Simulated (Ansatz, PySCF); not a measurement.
Energy difference R1 → P1 + P2, each structure at its B3LYP-D3(BJ)/def2-TZVP stationary point, reached from a drawn start (curvature not checked).
R1: Cl6Te (SMILES Cl[Te](Cl)(Cl)(Cl)(Cl)Cl), charge 0, multiplicity 1.
P1: Cl4Te (SMILES Cl[Te](Cl)(Cl)Cl), charge 0, multiplicity 1.
P2, Cl2 (SMILES ClCl) (charge 0, multiplicity 1, Z-matrix in Å and degrees):
```
Cl
Cl 1 2.0135
```

P less R. No zero-point or thermal terms; no spin–orbit coupling.

Run with Ansatz (a first-principles code); PySCF for the D3/D4 terms. All values are computed, each at the level named. Elements past Kr take the def2 small-core potentials, without spin–orbit coupling.

One of these levels gives 9.26 kcal/mol for the reaction energy. Which?
(A) r2SCAN/def2-TZVPP
(B) BHLYP-D3(BJ)/def2-TZVPP
(C) B3LYP-D3(BJ)/def2-TZVPP
(D) B3LYP/def2-TZVPP

A, r2SCAN/def2-TZVPP. The others give -4.60 (B3LYP/def2-TZVPP), 4.82 (B3LYP-D3(BJ)/def2-TZVPP), 7.29 (BHLYP-D3(BJ)/def2-TZVPP)
